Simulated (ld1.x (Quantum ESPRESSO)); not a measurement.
## beryllium, PAW: configuration errors across variants

beryllium (Be), PAW, made with ld1.x (Quantum ESPRESSO) 7.5 (PBE, non-relativistic). Core none, reference 1s2 2s2 2p0. Waves: 1s (bound): rcut 0.65, rcutus 0.75 bohr; 2s (bound): rcut 0.65, rcutus 0.75 bohr; 2p (bound, empty): rcut 2.00, rcutus 2.75 bohr; 2p channel at 0.35 Ry: rcut 2.00, rcutus 2.75 bohr. Local part: all-electron potential smoothed inside 0.70 bohr (lloc = -1). Core correction: none. Augmentation charge: GAUSS, radius 0.55 bohr.

All-electron excitation energies from the reference (eV): (1) 1s2 2s1 2p0 9.549; (2) 1s2 2s0 2p0 27.494; (3) 1s2 2s1.5 2p0 3.760; (4) 1s2 2s0 2p2 7.247; (5) 1s2 2s0 2p1 13.456; (6) 1s1 2s2 2p0 128.261; (7) 1s2 2s1 2p1 3.610.

Errors AE − PS in meV (a dash: test not solved or not reliable):

```tsv
change	(1)	(2)	(3)	(4)	(5)	(6)	(7)	bound ghosts
base	0.0	-0.1	0.0	+17	+13	-20	+4.5	none
all radii scaled by about 0.79 (s 0.60, p 2.16 bohr, rcut 0.52/1.58); local potential all-electron potential smoothed inside 0.56 bohr (lloc = -1); augmentation GAUSS, radius 0.44 bohr	0.0	0.0	0.0	+3.9	+2.7	-7.2	+0.6	none
all radii scaled by about 0.91 (s 0.68, p 2.52 bohr, rcut 0.60/1.82); local potential all-electron potential smoothed inside 0.64 bohr (lloc = -1); augmentation GAUSS, radius 0.50 bohr	0.0	-0.1	0.0	+11	+8.5	-14	+2.2	none
all radii scaled by about 1.13 (s 0.84, p 3.10 bohr, rcut 0.74/2.26); local potential all-electron potential smoothed inside 0.78 bohr (lloc = -1); augmentation GAUSS, radius 0.62 bohr	0.0	-0.2	0.0	+17	+9.7	-25	+11	none
all radii scaled by about 1.23 (s 0.92, p 3.38 bohr, rcut 0.80/2.46); local potential all-electron potential smoothed inside 0.86 bohr (lloc = -1); augmentation GAUSS, radius 0.68 bohr	–	–	–	–	–	–	–	none
```

Q: Give the same row for: all radii scaled by about 1.34 (s 1.00, p 3.68 bohr, rcut 0.88/2.68); local potential all-electron potential smoothed inside 0.94 bohr (lloc = -1); augmentation GAUSS, radius 0.74 bohr.

A: –, –, –, –, –, –, –; bound ghosts: none.
